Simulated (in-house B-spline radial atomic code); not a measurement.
Values are calculated unless marked as measured or tabulated.
# Be ion on Cu atom: potential, deflection and energy transfer

The pair potential comes from two frozen, spherical free-atom densities (PBE, B-spline radial code, scalar-relativistic past argon): electrostatics plus the change in Thomas-Fermi kinetic and Dirac exchange energy where they overlap, the recipe behind the universal ZBL potential, which averages such potentials (from solid-state densities) over many pairs. It is written V = (Z1 Z2 e²/r) φ(r/a), with e² = 14.3996 eV·Å and a = 0.46850 Å/(Z1^0.23 + Z2^0.23); ZBL's fit is φ = 0.18175 e^(−3.1998x) + 0.50986 e^(−0.94229x) + 0.28022 e^(−0.4029x) + 0.02817 e^(−0.20162x). Where φ falls below 4e-4 it is continued as an exponential.

Masses 9.01 and 63.55 u.

```
x = r/a  φ, this pair    φ, ZBL
    0.1          0.89    0.8928
    0.5        0.6209    0.6096
    1.5        0.3129    0.2995
      3        0.1336    0.1292
      5       0.04993   0.05224
      8       0.01583   0.01705
     12      0.005183   0.00474
     17      0.001102  0.001212
```

(1) At x = 2 the electrostatic, kinetic and exchange parts are 749.27, 768.67 and -56.65 eV. Find r, V and φ.

(2) The ion comes in at 1.443 keV with impact parameter 0.0661 Å. The scattering integral gives a centre-of-mass angle of 140.7° and a closest approach of 2.188 a. What are the reduced energy, the energy passed on and the laboratory angles?

## Answers

(1) a = 0.46850/(1.3755 + 2.1695) = 0.13216 Å, so r = 0.26432 Å. V = 749.27 + 768.67 + (-56.65) = 1461.29 eV. The bare repulsion is 4 × 29 × 14.3996/0.26432 = 6319.5 eV, so φ = 0.2312, +4.3 % against ZBL's 0.2218. The kinetic (Pauli) term is 53 % of V here.

(2) ε = E a M2/(Z1 Z2 e² (M1 + M2)) = 1443 × 6.9295e-05 = 0.1. The most that one collision can pass on is γE with γ = 4 M1 M2/(M1 + M2)² = 0.4350. Here T = γE sin²(θ/2) = 0.4350 × 1443 × 0.8871 = 556.9 eV. The ion turns by arctan(sin θ/(cos θ + M1/M2)) = 135.0° (second quadrant: it bounces back), and the struck atom leaves at (180° − θ)/2 = 19.6°. The closest approach is 0.289 Å. With ZBL the angle would be 139.86° and T = 553.9 eV.
